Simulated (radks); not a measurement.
The numbers below are computed, except where a source is named.
Question: Orbital eigenvalues (eV) of the lead ion Pb+, [Hg] 6p1, of relativity; Dirac values are averaged over j with weights 2j + 1. Spin-unpolarised spherical Kohn-Sham, LDA (Slater exchange, Perdew-Wang correlation), point nucleus unless stated (finite: rms radius 5.5012 fm), a radial shooting solver on a logarithmic mesh with Libxc functionals. A level marked "c x" has the speed of light scaled by that factor and shares open shells by 2j + 1; other Dirac levels either fill j = l - 1/2 first or share by 2j + 1.

shell       non-rel.
3d           -2508.1
4s           -708.40
4p           -606.01
4d           -416.61
4f           -159.80
5s           -122.08
5p           -87.651
5d           -32.127
6s           -16.627
6p           -10.181
7s (empty)   -4.0051
5f (empty)  -0.98860

Give the values at the level "Dirac, c x 5".

Answer: 
shell       Dirac, c x 5  change of magnitude (%)
3d               -2507.4                    -0.03
4s               -713.23                    +0.68
4p               -607.81                    +0.30
4d               -416.34                    -0.06
4f               -159.06                    -0.46
5s               -123.00                    +0.75
5p               -87.891                    +0.27
5d               -32.010                    -0.37
6s               -16.713                    +0.52
6p               -10.182                    +0.01
7s (empty)       -4.0173                    +0.30
5f (empty)      -0.98726                    -0.14
